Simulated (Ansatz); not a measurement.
Input and output for CH4FNOSi, SMILES `NC(=O)[SiH2]F`.

```yaml
crystal:
  periodic: [false, false, false]
  atoms:
    - {symbol: N, position_ang: [-0.102625, 0.776478, 1.347249]}
    - {symbol: C, position_ang: [0.598505, 0.010225, 0.487003]}
    - {symbol: O, position_ang: [1.740508, -0.367232, 0.686867]}
    - {symbol: Si, position_ang: [-0.172264, -0.556107, -1.157367]}
    - {symbol: F, position_ang: [-1.671124, 0.010988, -1.288840]}
    - {symbol: H, position_ang: [0.322695, 1.067190, 2.214450]}
    - {symbol: H, position_ang: [-1.042695, 1.063731, 1.139336]}
    - {symbol: H, position_ang: [0.637226, -0.017972, -2.271301]}
    - {symbol: H, position_ang: [-0.221627, -2.033603, -1.174698]}
basis:
  gaussian: {orbitals: def2-SVP}
hamiltonian: {xc: {name: r2SCAN}, dispersion: rvv10}
```

```sh
$ ansatz run in.yaml --threads 2 --pin off --events-out ev --progress --plain --max-ram 4352MiB
```

It prints (some lines left out):

```
Functional definition: r2SCAN+rVV10
1049 factors; their error is unknown
mean field evaluation 1: about -15214.2300 eV, gradient 6.0e1 eV
mean field evaluation 2: about -15194.1778 eV, gradient 1.1e2 eV
mean field evaluation 4: about -15220.8418 eV, gradient 7.7e0 eV
mean field evaluation 8: about -15220.9773 eV, gradient 2.0e-1 eV
mean field evaluation 16: about -15220.9044 eV, gradient 4.0e-5 eV
mean field -15220.90435123 eV, -559.3579178083 hartree, gradient 4.0e-5 eV, S^2 0.000000; 0 other end points of the search recorded, 0 dependent functions left out
reference -15220.90435990 eV, -559.3579181268 hartree; 24, 24 occupied and 70, 70 virtual orbitals, 1049 factors
Total energy: -15220.90435990 eV, -559.3579181268 hartree
```

It took 5.5 s on 2 threads of an Arm Neoverse V1 on a shared host, with 0.41 GiB of host memory at the peak.
